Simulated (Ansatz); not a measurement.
Program: Ansatz. Geometries: PBE0-D4/def2-TZVP. ΔE: electronic, gas phase. CCSD(T)/CBS is the MP2 limit (def2-TZVPP, def2-QZVPP) plus CCSD(T) − MP2 in def2-TZVPP, frozen cores. This one scheme is used for every species. Functionals use def2-TZVPP. B3LYP here is the variant with VWN-RPA as its local correlation; programs differ in this. For Ge outer-core shells are correlated without core-valence functions, which leaves a few kJ/mol of doubt a bond. Scalar relativity is left out up to krypton. Each species was taken in one conformer, which may not be the lowest.

`N=[CH][GeH2][SH]` + H₂O → `[OH][GeH2][SH]` + `C=N`  (formal hydrolysis of a Ge–C bond)

CCSD(T)/CBS gives -0.48 eV.

Problem. Another level gave -0.53 eV. Which?
A. PBE/def2-TZVPP
B. CCSD/def2-TZVPP
C. B3LYP/def2-TZVPP
D. HF/def2-TZVPP

Solution. B. CCSD/def2-TZVPP -0.53, PBE -0.49, HF/def2-TZVPP -0.69, B3LYP -0.58 eV.

Largest T1 diagnostic among the species: 0.012.

The D4 term adds +0.05 eV with B3LYP and +0.03 eV with PBE0; it sums over pairs of atoms, weighted by their polarisabilities, and B3LYP, whose exchange is more repulsive, gets the larger term. In def2-TZVPP, CCSD(T) changes the Hartree–Fock value by +0.18 eV (the triples alone add +0.02 eV) and MP2 by +0.18 eV.
